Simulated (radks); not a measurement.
Results of a calculation; reference values are marked as such.
Numerical settings for the rubidium ion Rb3+, [Ar] 3d10 4s2 4p4. Level of theory: scalar-relativistic Kohn-Sham, PBE, spin-polarised, spherical densities, finite nucleus; open shells are filled with parallel spins first (spin-orbit coupling, left out, can overturn this in heavy ions); Fermi nuclear charge, rms radius 4.2036 fm (a radial shooting solver on a logarithmic mesh with Libxc functionals). The defaults (mesh step 0.008 in ln r, mesh end at 40 bohr or more with all orbitals vanishing there, Anderson mixing 0.5 over 9 steps, residual threshold near 1e-9 with the energy settled to 1e-9 hartree or 1e-11 of itself, here a cap of 77 iterations) give E = -2978.5675 hartree and 4p at -45.446 eV in 15 iterations. Run on one thread of a shared host, so times are rough (Arm Neoverse N1): 0.22 s of CPU time, 0.22 s wall, 15 iterations on 2189 mesh points. Changes against that run (0 stands for a change within the tolerance of the run):

setting,iterations,converged,E (mhartree),e(4p) (meV),CPU (s)
mesh step in ln r 0.03,14,yes,0,0,0.07
mesh step in ln r 0.003,29,yes,0,0,0.88
mesh step in ln r 0.08,77,no,-1.27e+05,-,0.46
mesh end (bohr) 3,15,yes,+319,+4.29e+03,0.2
mesh end (bohr) 1,16,level above zero,+1.1e+05,+5.18e+05,0.17
residual threshold 0.1,10,yes,0,+0.164,0.17
residual threshold 1e-16,77,no,0,0,0.6
mixing 0.2,19,yes,0,0,0.26
"linear mixing, mixing 0.5",32,yes,0,0,0.37
"linear mixing, mixing 0.05",77,no,+0.421,-243,1
mixing history 3,20,yes,0,0,0.27
iteration cap 2,2,no,+2.24e+03,-2.63e+04,0.04

Settled on a wrong energy, with an occupied level pushed above zero by the early mesh end: mesh end (bohr) 1 (+110 hartree). Apart from these: settings that end as converged yet miss the energy by more than 1 mhartree: mesh end (bohr) 3 (+0.319 hartree). A mesh that ends early acts as a hard wall.
